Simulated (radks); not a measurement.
The numbers below are computed, except where a source is named.
Task: These are the eigenvalues of the occupied orbitals of an atom or ion with whole-number occupations (eV). Level of theory: scalar-relativistic Kohn-Sham, PBEsol, spin-unpolarised, spherical densities, point nucleus (a radial shooting solver on a logarithmic mesh with Libxc functionals).

| orbital | eigenvalue |
|---|---|
| 1s | -1875.701 |
| 2s | -377.8342 |

Which element is it, and in what charge state? The configuration may be excited.

Result: Z = 13, aluminium, charge +9: Al9+ in [He] 2s2. The 1s level, -68.931 hartree, gives Z - s = 11.7 by -(Z - s)^2/2, which with screening and relativity narrows Z to a few neighbours, and the depths must fix Z and the occupations together.
